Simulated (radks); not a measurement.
Numerical settings for the barium ion Ba3+, [Kr] 4d10 5s2 5p5. Method: Dirac Kohn-Sham, LDA (Slater exchange, Perdew-Wang correlation), spin-unpolarised, spherical densities, finite nucleus; open shells fill j = l - 1/2 first; Fermi nuclear charge, rms radius 4.8378 fm; computed with a radial shooting solver on a logarithmic mesh with Libxc functionals. The defaults (mesh step 0.008 in ln r, mesh end at 40 bohr or more with all orbitals vanishing there, Anderson mixing 0.5 over 9 steps, residual threshold near 1e-9 with the energy settled to 1e-9 hartree or 1e-11 of itself, here a cap of 81 iterations) give E = -8130.8361 hartree and 5p3/2 at -41.548 eV in 14 iterations. Run on one thread of a shared host, so times are rough (Arm Neoverse V1): 0.13 s of CPU time, 0.13 s wall, 14 iterations on 2213 mesh points. Changes against that run (0 stands for a change within the tolerance of the run):

setting                    iterations         converged  E (mhartree)  e(5p3/2) (meV)  CPU (s)
mesh step in ln r 0.2               4                no      diverged               -     0.01
mesh step in ln r 0.012            14               yes             0               0     0.09
mesh step in ln r 0.12              4                no      diverged               -     0.01
mesh end (bohr) 5                  14               yes         +4.31            +107     0.12
mesh end (bohr) 2                  13  level above zero     +1.05e+04       +6.38e+04     0.09
residual threshold 1e-16           81                no             0               0     0.35
residual threshold 1e-13           20               yes             0               0     0.16
mixing 0.2                         14               yes             0               0     0.13
linear mixing, mixing 0.2          81                no             0               0      0.5
linear mixing, mixing 1            81                no             0               0     0.61
mixing history 2                   17               yes             0               0     0.14
iteration cap 5                     5                no        +0.215           -14.8     0.06

Settled on a wrong energy, with an occupied level pushed above zero by the early mesh end: mesh end (bohr) 2 (+10.5 hartree). Apart from these: settings that end as converged yet miss the energy by more than 1 mhartree: mesh end (bohr) 5 (+0.00431 hartree). A mesh that ends early acts as a hard wall.
